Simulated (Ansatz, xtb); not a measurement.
# Two isomers of B2ClH5OSi

Structure X: `BOB([SiH3])Cl`, a singlet. Structure Y: `BOB[SiH2]Cl`, a singlet. Both are isolated molecules in the gas phase, relaxed with r2SCAN-D4/def2-SVP; the shapes shown needn't be the lowest conformers.

X (Å):

```yaml
atoms:
  - { symbol: B, position_ang: [1.2419, -0.1342, -1.8810] }
  - { symbol: B, position_ang: [0.7994, -0.7746, 0.6801] }
  - { symbol: Cl, position_ang: [2.1647, -1.4022, 1.6337] }
  - { symbol: O, position_ang: [1.0218, -0.4562, -0.5961] }
  - { symbol: Si, position_ang: [-1.0098, -0.5749, 1.5749] }
  - { symbol: H, position_ang: [1.0801, -0.9870, -2.7208] }
  - { symbol: H, position_ang: [1.5856, 0.9948, -2.1375] }
  - { symbol: H, position_ang: [-2.0461, -0.0504, 0.6325] }
  - { symbol: H, position_ang: [-1.4588, -1.9019, 2.0985] }
  - { symbol: H, position_ang: [-0.8923, 0.3627, 2.7343] }
```

Y (Å):

```xyz
10

B    -1.8880   -2.0388   -0.3781
B    -0.2986   -0.2275    0.6427
Cl   -0.2051   -3.2200    1.9220
O    -1.1949   -0.9175   -0.0636
Si    0.6412   -1.3042    2.0946
H    -2.9639   -2.2059    0.1421
H    -1.4491   -2.7527   -1.2463
H    -0.1140    0.9404    0.3836
H     0.3918   -0.8186    3.4846
H     2.1168   -1.4386    1.9085
```

Problem. Which of the two would you expect CCSD(T)/def2-SVP + ΔMP2/def2-TZVPP electronic energies to favour?

Solution. Too close to call at this level: CCSD(T)/def2-SVP + ΔMP2/def2-TZVPP gives E(Y) − E(X) = +0.009 eV.

Level by level:

```
                             level            geometry  E(Y) − E(X) (eV)  departure from the last row (eV)  job, with rough time for the two
                r2SCAN-D4/def2-SVP  r2SCAN-D4/def2-SVP              +0.120                            +0.111                optimisation, 77 s
                       HF/def2-SVP  r2SCAN-D4/def2-SVP              +0.081                            +0.072           part of the CCSD(T) run
                      MP2/def2-SVP  r2SCAN-D4/def2-SVP              +0.168                            +0.159           part of the CCSD(T) run
                  CCSD(T)/def2-SVP  r2SCAN-D4/def2-SVP              +0.164                            +0.154                      single point
CCSD(T)/def2-SVP + ΔMP2/def2-TZVPP  r2SCAN-D4/def2-SVP              +0.009                                                  single point, 20 s
```

As drawn, Y has 1 Cl–Si, 1 B–H in place of 1 B–Cl, 1 Si–H.

The largest departure from CCSD(T)/def2-SVP + ΔMP2/def2-TZVPP is that of MP2/def2-SVP, 0.159 eV. Levels run at GFN2-xTB geometries aren't shown. The last row adds to CCSD(T) the change of the MP2 difference between the two basis sets, here −0.154 eV, a large step that makes the value less sure.

With harmonic frequencies from r2SCAN-D4/def2-SVP (ideal gas, rigid rotor, one conformer each, 298.15 K, 1 atm): on the last row, ΔE + ΔZPE = +0.059, ΔH = +0.044, ΔG = +0.087 eV.

The correlated steps freeze 13 core orbitals. Programs: Ansatz 0.2.0; the last row on 2 threads of Intel(R) Xeon(R) 6975P-C (Granite Rapids) on a shared host.
